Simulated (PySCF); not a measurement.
Species: `N#C[C@@]1(F)CC[C@@H](F)C1`. The columns A, B, C and D hold Mulliken, IAO, Hirshfeld and ESP-fitted charges (e) of one PBE0/pcSseg-1 density (PySCF), in a shuffled order. Coordinates in Å (GFN2-xTB); the density's dipole moment is (2.49, -2.76, 1.20) D.

```json
{"atom": "N1", "x": "-2.283", "y": "2.455", "z": "-0.580", "A": "-0.394", "B": "-0.216", "C": "-0.203", "D": "-0.229"}
{"atom": "C2", "x": "-1.544", "y": "1.720", "z": "-0.115", "A": "+0.196", "B": "+0.125", "C": "+0.079", "D": "+0.166"}
{"atom": "C3", "x": "-0.599", "y": "0.772", "z": "0.448", "A": "+0.427", "B": "+0.280", "C": "+0.128", "D": "-0.019"}
{"atom": "F4", "x": "-0.529", "y": "0.985", "z": "1.822", "A": "-0.264", "B": "-0.315", "C": "-0.100", "D": "-0.311"}
{"atom": "C5", "x": "-1.009", "y": "-0.685", "z": "0.190", "A": "-0.122", "B": "-0.273", "C": "-0.072", "D": "-0.127"}
{"atom": "C6", "x": "0.320", "y": "-1.437", "z": "0.241", "A": "-0.169", "B": "-0.285", "C": "-0.077", "D": "-0.192"}
{"atom": "C7", "x": "1.290", "y": "-0.500", "z": "-0.475", "A": "+0.240", "B": "+0.180", "C": "+0.071", "D": "+0.130"}
{"atom": "F8", "x": "1.208", "y": "-0.711", "z": "-1.839", "A": "-0.264", "B": "-0.333", "C": "-0.117", "D": "-0.337"}
{"atom": "C9", "x": "0.813", "y": "0.921", "z": "-0.154", "A": "-0.235", "B": "-0.301", "C": "-0.080", "D": "-0.099"}
{"atom": "H10", "x": "-1.455", "y": "-0.764", "z": "-0.802", "A": "+0.089", "B": "+0.162", "C": "+0.053", "D": "+0.151"}
{"atom": "H11", "x": "-1.727", "y": "-1.024", "z": "0.935", "A": "+0.071", "B": "+0.165", "C": "+0.054", "D": "+0.155"}
{"atom": "H12", "x": "0.271", "y": "-2.407", "z": "-0.251", "A": "+0.090", "B": "+0.163", "C": "+0.053", "D": "+0.145"}
{"atom": "H13", "x": "0.643", "y": "-1.572", "z": "1.273", "A": "+0.073", "B": "+0.152", "C": "+0.050", "D": "+0.135"}
{"atom": "H14", "x": "2.339", "y": "-0.672", "z": "-0.215", "A": "+0.050", "B": "+0.145", "C": "+0.049", "D": "+0.111"}
{"atom": "H15", "x": "0.793", "y": "1.521", "z": "-1.064", "A": "+0.118", "B": "+0.178", "C": "+0.056", "D": "+0.163"}
{"atom": "H16", "x": "1.461", "y": "1.408", "z": "0.574", "A": "+0.094", "B": "+0.173", "C": "+0.057", "D": "+0.159"}
```

Which column most likely holds the ESP-fitted charges?

A. Σ q r misses the density's dipole by 0.03 D (A), 0.81 D (D), 0.84 D (B), 1.18 D (C). Charges fitted to the outside potential are the only set here that is tied to the molecule's multipoles.

And the Hirshfeld charges?

C. The mean sizes are 0.081 e (C), 0.164 e (D), 0.181 e (A), 0.215 e (B), and Hirshfeld charges are commonly the smallest of these schemes.

As computed, A = ESP-fitted, B = IAO, C = Hirshfeld, D = Mulliken. Hydrogens on carbon: ESP-fitted +0.05 to +0.12, IAO +0.14 to +0.18, Hirshfeld +0.05 to +0.06, Mulliken +0.11 to +0.16 e.

The IAO scheme projects the occupied orbitals on a minimal set of polarised atomic orbitals and counts the electrons in each atom's part of it. The ESP scheme is a least-squares fit of atom-centred charges to the potential on four shells outside the van der Waals surface, with the total charge fixed.

The structure is a single GFN2-xTB conformer in the gas phase; no vibrational or solvent corrections.

The run behind these numbers computed NMR shieldings as well. On an Arm Neoverse V2 with one thread, on a shared host, this took 24 s.
